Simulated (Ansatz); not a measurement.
Cost and result for the atomization energy of `F[CH](F)[GaH2]` (7 atoms, 6 bonds).

The species carries charge 0 and has multiplicity 1. Correlated methods include outer-core shells of Ga, which these sets cover unevenly. Scalar relativity is left out up to krypton. All single points use the PBE0-D4/def2-TZVP geometry. Program: Ansatz. All runs use 2 threads of an Arm Neoverse V2 on a shared host. Times are those of one run each, without the atoms' runs, and a repeat can differ threefold. Electronic energies, without spin–orbit coupling; frozen cores. CCSD(T)/CBS adds CCSD(T) − MP2 in def2-TZVPP to the MP2 limit, and its time is that of the two runs behind it. T1 = 0.013. With those shells the extrapolation isn't a true limit. B3LYP takes the VWN-RPA correlation (the form of Gaussian; ORCA's B3LYP/G). HSE06 is the plane-wave form, built on full-range PBE exchange.

CCSD(T)/CBS is a level of theory with its own doubt, some kJ/mol a heavy atom from the limit and from the frozen cores, so smaller differences don't rank the functionals.

| level | functions | wall time | atomization (kcal/mol) | difference from CCSD(T)/CBS | per bond |
| --- | --- | --- | --- | --- | --- |
| LDA (SPW92)/def2-TZVPP | 183 | 1.1 s | 607.3 | 93.7 | 15.6 |
| BLYP-D4/def2-TZVPP | 183 | 1.9 s | 511.0 | -2.6 | -0.4 |
| PBE-D4/def2-TZVPP (with forces) | 183 | 2.2 s | 525.9 | 12.3 | 2.0 |
| PBE0-D4/def2-TZVPP | 183 | 2.5 s | 510.6 | -3.0 | -0.5 |
| HSE06-D4/def2-TZVPP | 183 | 2.8 s | 511.0 | -2.6 | -0.4 |
| B3LYP-D4/def2-TZVPP (with forces) | 183 | 3.3 s | 508.3 | -5.3 | -0.9 |
| CCSD(T)/def2-SVP | 89 | 4.2 s | 484.8 | -28.8 | -4.8 |
| PBE-QIDH/def2-TZVPP | 183 | 4.3 s | 508.0 | -5.6 | -0.9 |
| B97M-V/def2-TZVPP | 183 | 8.5 s | 514.2 | 0.6 | 0.1 |
| ωB97M-V/def2-TZVPP (with forces) | 183 | 9.5 s | 512.9 | -0.7 | -0.1 |
| MP2/def2-QZVPP | 350 | 15 s | 521.6 | 8.0 | 1.3 |
| CCSD(T)/def2-TZVPP | 183 | 79 s | 501.8 | -11.8 | -2.0 |
| CCSD(T)/CBS(def2) | – | 94 s | 513.6 | 0.0 | 0.0 |

The D4 term adds +4.1 kcal/mol with B3LYP and +2.1 kcal/mol with PBE0; it sums over pairs of atoms, weighted by their polarisabilities, and B3LYP, whose exchange is more repulsive, gets the larger term. From BLYP to BHLYP (50 % exact exchange), in def2-TZVPP and without D4, the atomization energy moves by −21.2 kcal/mol: exact exchange takes away binding that semilocal exchange gives to molecules. In def2-TZVPP, CCSD(T) changes the Hartree–Fock value by +147.0 kcal/mol (the triples alone add +8.9 kcal/mol) and MP2 by +159.7 kcal/mol; breaking electron pairs costs correlation energy, which Hartree–Fock lacks.
